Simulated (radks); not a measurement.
Spherical quantum dot in the effective-mass picture: electrons in a hard-walled sphere of radius 2.53, with a point charge +1 (a donor) at the centre, all in effective atomic units (hartree* = m*/eps^2 hartree, bohr* = eps/m* bohr), one dielectric constant everywhere. Method: non-relativistic Kohn-Sham, exchange-only LDA, spin-polarised, spherical densities; computed with a radial shooting solver with Libxc functionals. Levels are named by radial order and angular momentum (1s, 1p, 1d, 2s, ...), and open shells are averaged over m.

N = 12, configuration 1s2 1p6 1d(up 4, down 0). This is the lowest configuration that the search found. Occupied and some empty levels:

level,occupation,eigenvalue (hartree*),<r> (bohr*)
1s up,1,6.3615,1.380
1s down,1,6.4754,1.351
1p up,3,7.0307,1.613
1p down,3,7.1733,1.606
1d up,4,7.9000,1.721
1d down,0,8.0516,1.719
2s up,0,8.3192,1.147
2s down,0,8.3886,1.163
1f up,0,8.9992,1.796
1f down,0,9.1544,1.796
2p up,0,10.173,1.315
2p down,0,10.261,1.314

Energy (hartree*): total 48.5287, kinetic 22.169, external -8.2988, Hartree 40.451, exchange-correlation -5.7927.
